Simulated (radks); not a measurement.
Values are calculated unless marked as measured or tabulated.
Q: Species: Ag II. Configuration: [Kr] 4d10 (the NIST ground configuration). Level of theory: non-relativistic Kohn-Sham, r2SCAN, spin-polarised, spherical densities, point nucleus; meta-GGA in the generalised Kohn-Sham scheme; relativity is left out, which matters for an element this heavy (a radial shooting solver on a logarithmic mesh with Libxc functionals). Some entries of the table are withheld. Estimate them.

| orbital | occ. | eigenvalue (eV) | r(max) (bohr) | <r^2> (bohr^2) |
|---|---|---|---|---|
| 1s | 2 | -24583.35 | (1) | (2) |
| 2s | 2 | -3565.214 | 0.1190 | 0.02318 |
| 2p | 6 | -3314.998 | 0.09342 | 0.01754 |
| 3s | 2 | -662.2789 | 0.3440 | 0.1652 |
| 3p | 6 | -560.8963 | 0.3309 | (3) |
| 3d | 10 | -374.4111 | 0.2748 | 0.1421 |
| 4s | 2 | -98.3170 | 0.8507 | 1.015 |
| 4p | 6 | -66.3850 | 0.8902 | (4) |
| 4d | 10 | -16.0445 | 1.030 | 2.272 |

A: 
(1) 1s r(max) (bohr): 0.02144
(2) 1s <r^2> (bohr^2): 0.001404
(3) 3p <r^2> (bohr^2): 0.1610
(4) 4p <r^2> (bohr^2): 1.188
